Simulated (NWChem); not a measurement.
System: BeICl; SMILES [Cl][Be][I]

All runs: NWChem. Pople sets run with spherical d functions. Structure relaxed at the PBE0/def2-SVP (def2 core potentials past Kr) level. Total energies compare along this basis series because the functional is fixed.

```csv
level,basis functions,energy (Ha),highest occupied level (eV),orbital gap (eV),dipole (D)
"PBE/STO-3G, non-relativistic",41,-7321.8745,?,?,?
"PBE/3-21G, non-relativistic",53,-7361.9571,-7.10,5.74,0.75
"PBE/6-311G**, non-relativistic",106,-7393.7906,-7.19,5.73,0.53
```

Task: Complete the blanks.

Result: 
- PBE/STO-3G, non-relativistic, highest occupied level (eV): -5.21
- PBE/STO-3G, non-relativistic, orbital gap (eV): 5.97
- PBE/STO-3G, non-relativistic, dipole (D): 0.95
